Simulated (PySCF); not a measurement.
Correlation energy of Tl²⁺ (thallium, charge +2)

[Xe] 4f14 5d10 6s1, 2S determinant. Calculation: PySCF 2.14, in def2-TZVPPD with the def2 core potential (60 electrons); scalar relativity through the core potential. Frozen: nothing; 19 electrons correlated.

```json
{"level": "CCSD", "correlation energy (mhartree)": "-318.58"}
{"level": "(T)", "correlation energy (mhartree)": "-5.46"}
{"level": "CCSD(T)", "correlation energy (mhartree)": "-324.04"}
```

Diagnostics: T1 = 0.0075, D1 = 0.0191, largest double amplitude 0.016.

Cost of the coupled-cluster step: about 27 core-seconds, for 19 correlated electrons.

Iterations:

```
CC2 = 0
CCSD nocc = (np.int64(10), np.int64(9)), nmo = (56, 56)
frozen orbitals [[], []]
max_cycle = 100
direct = 0
conv_tol = 1e-08
conv_tol_normt = 1e-06
diis_space = 8
diis_start_cycle = 0
Init t2, MP2 energy = -0.339592405332495
Init E_corr(UCCSD) = -0.339592405337561
cycle = 1  E_corr(UCCSD) = -0.311518698016409  dE = 0.0280737073  norm(t1,t2) = 0.0526545
cycle = 2  E_corr(UCCSD) = -0.318756921626762  dE = -0.00723822361  norm(t1,t2) = 0.0102298
cycle = 3  E_corr(UCCSD) = -0.31826733872827  dE = 0.000489582898  norm(t1,t2) = 0.00353109
cycle = 4  E_corr(UCCSD) = -0.318575581254015  dE = -0.000308242526  norm(t1,t2) = 0.00101121
cycle = 5  E_corr(UCCSD) = -0.318590265135472  dE = -1.46838815e-05  norm(t1,t2) = 9.7172e-05
cycle = 6  E_corr(UCCSD) = -0.318584460979727  dE = 5.80415575e-06  norm(t1,t2) = 2.40996e-05
cycle = 7  E_corr(UCCSD) = -0.318584650705977  dE = -1.8972625e-07  norm(t1,t2) = 3.93749e-06
cycle = 8  E_corr(UCCSD) = -0.318584772023213  dE = -1.21317236e-07  norm(t1,t2) = 5.97266e-07
cycle = 9  E_corr(UCCSD) = -0.318584766147428  dE = 5.87578491e-09  norm(t1,t2) = 1.07553e-07
UCCSD converged
E(UCCSD) = -170.974702689941  E_corr = -0.3185847661474283
UCCSD(T) correction = -0.00546196493012563
```

The basis has no tight functions for the innermost shells, so their pair energies are far from complete.

This basis was not built for core-valence correlation, so the inner-shell part is incomplete.
